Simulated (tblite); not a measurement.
A tight-binding relaxation on `CCc1ccoc1BF`.

Computed with GFN2-xTB geometry optimisation, gas phase (tblite 0.8.0). Start geometry: from a force field or distance geometry. The command runs a driver script over a list of jobs; the input below is this job's line of settings and its coordinates in Å.

Command:
```bash
OMP_NUM_THREADS=1 python probes_run.py task.json out
```

Input:
```
{"job": {"kind": "relax", "xc": "GFN2-xTB", "basis": "xTB"}, "charge": 0, "multiplicity": 1}
C     -2.112300    -0.178600     0.246100
C     -1.121200     0.162200    -0.860000
C      0.284700    -0.222900    -0.427600
C      0.902800    -1.410400    -0.708700
C      2.130200    -1.348200    -0.066700
O      2.244100    -0.194400     0.543700
C      1.153600     0.508300     0.356100
B      0.931800     1.934000     0.972400
F      1.958600     2.536000     1.780200
H     -3.146500     0.102000    -0.082800
H     -1.886700     0.387400     1.171900
H     -2.106800    -1.267900     0.468700
H     -1.393800    -0.393800    -1.765000
H     -1.157100     1.242600    -1.082900
H      0.510500    -2.238200    -1.274000
H      2.888300    -2.115300    -0.068100
H     -0.087200     2.509400     0.786800
```

Output:
```
step      E/eV     max force
  0    -734.37194    3.110
  1    -734.69922    1.691
  2    -734.76193    0.785
  3    -734.78141    0.559
  4    -734.79523    0.223
  5    -734.79859    0.180
  6    -734.80185    0.117
  7    -734.80320    0.119
  8    -734.80486    0.094
  9    -734.80591    0.074
... (16 lines left out)
 26    -734.81135    0.020
 27    -734.81141    0.024
 28    -734.81148    0.030
 29    -734.81156    0.028
 30    -734.81164    0.024
 31    -734.81171    0.019
 32    -734.81176    0.017
 33    -734.81180    0.019
 34    -734.81183    0.012
 35    -734.81184    0.008
```

«max force» is the largest atomic force in eV/Å.

Problem. From which step on does the largest force stay under 0.1 eV/Å, and how much energy is left to gain from there?

Solution. From step 8 (0.094 eV/Å), 7.0 meV above the end.

Summary of the converged run: energy lowered by 10.1 kcal/mol over 35 steps; largest atomic force 0.008 eV/Å at the end.

Problem. Give the final coordinates.

Solution. 0.057 Å rms from the input after alignment:
```
atom  x, y, z in Å
C1    -2.1450   -0.1799    0.2423
C2    -1.1317    0.1550   -0.8549
C3     0.2477   -0.2147   -0.4288
C4     0.9058   -1.4310   -0.7046
C5     2.1194   -1.3507   -0.0826
O6     2.2565   -0.1932    0.5504
C7     1.1156    0.5345    0.3581
B8     0.9597    1.9260    0.9743
F9     1.9272    2.4216    1.7250
H10   -3.1493    0.0856   -0.0784
H11   -1.9086    0.3713    1.1489
H12   -2.1225   -1.2432    0.4691
H13   -1.3868   -0.3958   -1.7622
H14   -1.1749    1.2229   -1.0710
H15    0.5337   -2.2490   -1.2872
H16    2.9367   -2.0444   -0.0296
H17    0.0094    2.5971    0.8216
```

On Arm Neoverse V1, one thread (shared host), this took 0.22 s wall.
Labels such as C1 count atoms from 1, the log's own numbers from 0.
